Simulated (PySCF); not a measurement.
Molecules (atom-mapped SMILES):
1. `[CH3:1]/[N:2]=[CH:3]\[C@H:4]([F:5])[O:6][C:7]([F:8])([F:9])[F:10]`

Couplings at B3LYP/pcJ-1, PySCF 2.14, geometries PBE0-D3(BJ)/def2-SVP, gas phase, one conformer each, non-relativistic.

Q: List the couplings to 19F of 5 Hz or more (2 Hz over four bonds), one row for each set of pairs made equivalent by symmetry, fast rotation or ring inversion, averaged. Isotopes: 13C, 19F, 1H, 17O; all four Ramsey terms are included.

A: 
```json
{"molecule": "1", "pair": "C7, F8", "bonds": "1", "J (Hz)": "-337.5"}
{"molecule": "1", "pair": "C4, F5", "bonds": "1", "J (Hz)": "-293.9"}
{"molecule": "1", "pair": "F5, H(C4)", "bonds": "2", "J (Hz)": "65.0"}
{"molecule": "1", "pair": "C3, F5", "bonds": "2", "J (Hz)": "44.2"}
{"molecule": "1", "pair": "F5, O6", "bonds": "2", "J (Hz)": "-35.0"}
{"molecule": "1", "pair": "O6, F8", "bonds": "2", "J (Hz)": "-13.3"}
{"molecule": "1", "pair": "F5, H(C3)", "bonds": "3", "J (Hz)": "11.7"}
{"molecule": "1", "pair": "F5, F8", "bonds": "4", "J (Hz)": "2.1"}
```

One-bond C–F values run tens of Hz too large at this level.
